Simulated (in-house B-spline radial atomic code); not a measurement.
The numbers below are computed, except where a source is named.
**Stopping of slow ions oscillates with Z: K to Ni at r_s = 4**

A nucleus sits in a uniform electron gas with a rigid positive background. The Kohn-Sham equations are solved self-consistently in the spin-unpolarised LDA (PW92), non-relativistic, on B-splines with outgoing waves at the boundary and partial waves to l = 8. The model has no lattice, no bands and no magnetic solution. Atomic units; δ_l are the phase shifts at the Fermi level, counted so that each bound state adds π, and good to about 0.0005. A narrow, partly filled d or f resonance in a thin gas would split by spin, so such rows rest on a solution that is probably unstable.

The density parameter is r_s = 4 bohr. The friction coefficient Q = n k_F σ_tr gives dE/dx = Q v for slow ions.

```csv
ion,δ0/π,δ1/π,δ2/π,δ3/π,σ_tr (bohr²),Q (a.u.)
K,3.016,2.066,0.062,-0.003,7.95,0.0142
Ca,3.114,2.113,0.120,-0.007,24.72,0.0442
Sc,3.142,2.093,0.228,-0.009,95.39,0.1707
Ti,3.156,2.069,0.340,-0.009,195.89,0.3506
V,3.167,2.049,0.449,-0.008,266.84,0.4776
Cr,3.177,2.034,0.554,-0.007,276.81,0.4954
Mn,3.186,2.023,0.658,-0.006,228.07,0.4082
Fe,3.196,2.015,0.758,-0.005,147.74,0.2644
Co,3.208,2.013,0.855,-0.004,72.71,0.1301
Ni,3.234,2.026,0.941,-0.003,32.87,0.0588
```

(1) Where are the largest and smallest frictions, and what do the phase shifts say there?

(2) At equal speed, Lindhard and Scharff's formula, with silicon as an example target, scales as Z^(7/6)/(Z^(2/3) + 14^(2/3))^(3/2). How does its rise from the first ion to the last compare?

Results:

(1) Largest: Cr, Q = 0.4954; smallest: K, Q = 0.0142, a ratio of 34.9. For the largest δ2/π = 0.55: the d resonance is about half filled and sits at the Fermi level, where it scatters most. For the smallest, which lies at the edge of the table, the differences δ_l − δ_(l+1), measured from the nearest multiple of π, are 0.05π, 0.00π, 0.06π; σ_tr grows with the sines of these.

(2) It rises smoothly by 0.8374/0.6676 = 1.25, while Q changes by 0.059/0.014 = 4.13. The statistical formula averages over shells, so it can't show the oscillation.
